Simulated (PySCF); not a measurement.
CH7F2NSi2.

```xyz
13

N      0.9098    -1.5526     0.1115
C      0.4218    -0.2857    -0.4854
Si     1.3157     1.2087     0.2217
F      0.9770     1.1958     1.8219
Si    -1.4528    -0.2593    -0.3296
F     -2.1040    -1.3269    -1.3710
H      0.8241    -1.5091     1.1285
H      1.9022    -1.6917    -0.0853
H      0.5897    -0.3150    -1.5817
H      0.8908     2.5295    -0.3253
H      2.7895     1.0200     0.0816
H     -1.9781     1.0906    -0.6819
H     -1.8545    -0.6532     1.0478
```

The structure is a stationary point at r2SCAN-D4/def2-SVP. The structure was generated by enumeration, and PubChem lists no compound with its InChIKey, so it may never have been made. The values are those of a single conformer.

Computed with PBE0/pcSseg-1 (PySCF). Non-relativistic, no solvent.

Question: Give the absolute GIAO shielding of each atom: isotropic value and principal components (ppm). (The exact figures need the calculation; the answer reports its results.)

Answer: 
```tsv
atom	σ(iso)	σ11	σ22	σ33	span
N1	245.7	196.6	247.5	293.0	96.4
C2	149.2	137.9	147.8	162.0	24.1
Si3	344.1	286.9	338.6	406.8	119.8
F4	405.1	372.2	414.4	428.7	56.5
Si5	345.9	288.8	341.8	407.0	118.2
F6	396.2	364.4	401.4	422.8	58.4
H7	30.5	24.2	28.4	38.8	14.7
H8	30.8	23.2	27.7	41.7	18.5
H9	29.3	26.3	28.0	33.6	7.3
H10	25.9	23.2	23.8	30.8	7.5
H11	26.3	22.9	24.8	31.3	8.5
H12	26.1	22.4	25.4	30.5	8.1
H13	26.1	22.5	25.8	30.0	7.5
```
